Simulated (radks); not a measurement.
Effect of the nuclear size on the terbium ion Tb32+, [Ar] 3d10 4s2 4p3. Method: Dirac Kohn-Sham, relativistic LDA (MacDonald-Vosko exchange, VWN5 correlation), spin-unpolarised, spherical densities, finite nucleus; open shells are shared between the two j in proportion to 2j + 1; Fermi nuclear charge, rms radius 5.06 fm; computed with a radial shooting solver on a logarithmic mesh with Libxc functionals. The rms radius is varied about that value; shifts are against it.

\begin{tabular}{lrrrrrrrrr}
rms radius (fm) & total energy shift (eV) & density at nucleus (e/bohr^3) & 1s1/2 shift (meV) & 2s1/2 shift (meV) & 3p1/2 shift (meV) & 4s1/2 shift (meV) & 4p1/2 shift (meV) & 4p3/2 shift (meV) & 5s1/2 (empty) shift (meV) \\ \hline
4.5034 & -4.62 & 7e+05 & -1880 & -245 & 1.21 & -16.5 & 0.451 & 1.20 & -7.15 \\
4.8677 & -1.64 & 6.858e+05 & -670 & -87.2 & 0.429 & -5.86 & 0.160 & 0.428 & -2.54 \\
5.06 & 0 & 6.789e+05 & 0.000 & 0.000 & 0.000 & 0.000 & 0.000 & 0.000 & 0.000 \\
5.2169 & 1.37 & 6.734e+05 & 561 & 73.0 & -0.359 & 4.90 & -0.134 & -0.358 & 2.13 \\
5.9455 & 8.15 & 6.507e+05 & 3330 & 433 & -2.13 & 29.1 & -0.793 & -2.13 & 12.6 \\
\end{tabular}

Slopes of the eigenvalues against <r^2> in GHz/fm^2, as finite differences over the two radii next to the reference (eigenvalue slopes, not the field-shift constants of lines): 1s1/2 84500, 2s1/2 11000, 3p1/2 -54.1, 4s1/2 739, 4p1/2 -20.2, 4p3/2 -54.0, 5s1/2 (empty) 320.
